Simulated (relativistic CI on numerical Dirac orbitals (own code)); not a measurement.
Pd43+: sensitivity of the levels to the model

Base calculation: Dirac-Coulomb-Breit CI, separate exchange-only KLI orbitals for each configuration, model QED (radiative potential, 1s self-energy scaled to tabulated hydrogen-like ionisation energies), unscaled Slater integrals.

CI space (outside the closed core 1s2): 2s, 2p, 3s, 3p, 3d, 4s, 4p, 4d, 4f, 5s, 5p, 5d, 5f, 5g, 6s, 6p, 6d. Levels of other configurations are missing.

Variants: (1) non-relativistic limit. Shifts of the energy above 2s 2S_1/2, in eV, for the lowest level and the first level of each name with at least 55 % of one term (blank where a level changes its place among those of its configuration and J or its character, or is not in the variant):

```
     Level     Base     Δ(1)
 2s 2S_1/2     0.00     0.00
2p 2P°_1/2    96.86   -11.57
2p 2P°_3/2   283.05  -197.76
 3s 2S_1/2  3898.93  -153.83
3p 2P°_1/2  3925.73  -156.77
3p 2P°_3/2  3980.98  -212.03
 3d 2D_3/2  3990.06  -211.22
 3d 2D_5/2  4007.15  -228.31
 4s 2S_1/2  5244.70  -199.17
4p 2P°_1/2  5255.70  -200.30
4p 2P°_3/2  5278.94  -223.55
 4d 2D_3/2  5282.73  -223.25
 4d 2D_5/2  5289.95  -230.47
4f 2F°_5/2  5290.15  -230.43
4f 2F°_7/2  5293.72  -234.01
 5s 2S_1/2  5861.88  -216.71
5p 2P°_1/2  5867.42  -217.25
5p 2P°_3/2  5879.29  -229.12
 5d 2D_3/2  5881.22  -228.98
 5d 2D_5/2  5884.92  -232.67
5f 2F°_5/2  5885.03  -232.65
 5g 2G_7/2  5886.86  -234.48
```

At this charge energies of transitions that change n are usually good to better than 1 %, and those within a shell (Δn = 0) to a few per cent.

Ionisation energy from the two ground configurations alone: base 6942.66 eV. The NIST ASD value (theoretical) is 6943.1 eV.
